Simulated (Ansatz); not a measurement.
`C[SiH](F)I` + `[OH]`• → `C[Si](F)I`• + H₂O  (hydrogen abstraction from the Si–H bond)

Program: Ansatz. Geometries: PBE0-D4/def2-TZVP. ΔE: electronic, gas phase. CCSD(T)/CBS is the MP2 limit (def2-TZVPP, def2-QZVPP) plus CCSD(T) − MP2 in def2-TZVPP, frozen cores. This one scheme is used for every species. DFT in def2-TZVPP. Open shells (•) are unrestricted, without spin–orbit coupling. def2 core potentials past Kr. For I outer-core shells are correlated without core-valence functions, which leaves a few kJ/mol of doubt a bond.

CCSD(T)/CBS gives -119.2 kJ/mol.

**Question.** Another level gave -143.7 kJ/mol. Which?
A. CCSD(T)/def2-TZVPP
B. CAM-B3LYP-D4/def2-TZVPP
C. PBE/def2-TZVPP
D. RPA@PBE/def2-TZVPP

**Answer.** C. PBE -143.7, RPA@PBE/def2-TZVPP -94.6, CCSD(T)/def2-TZVPP -110.0, CAM-B3LYP-D4 -114.1 kJ/mol.

Largest T1 diagnostic among the species: 0.012.

From r2SCAN to r2SCAN0 (25 % exact exchange), in def2-TZVPP and without D4, ΔE moves by +12.6 kJ/mol. Leaving LDA and LC-ωPBE aside and taking each functional with its dispersion term where it has one, the values, not all of them listed here, spread over 52.7 kJ/mol, from PBE-D4 to BHLYP-D4. LDA lies −34.8 kJ/mol from PBE without D4. At CCSD(T), def2-SVP lies +24.2 kJ/mol from the extrapolated value and def2-TZVPP +9.2 kJ/mol.

CCSD(T)/CBS has its own doubt, a few kJ/mol and more with outer-core shells, so smaller differences from it don't rank the levels.
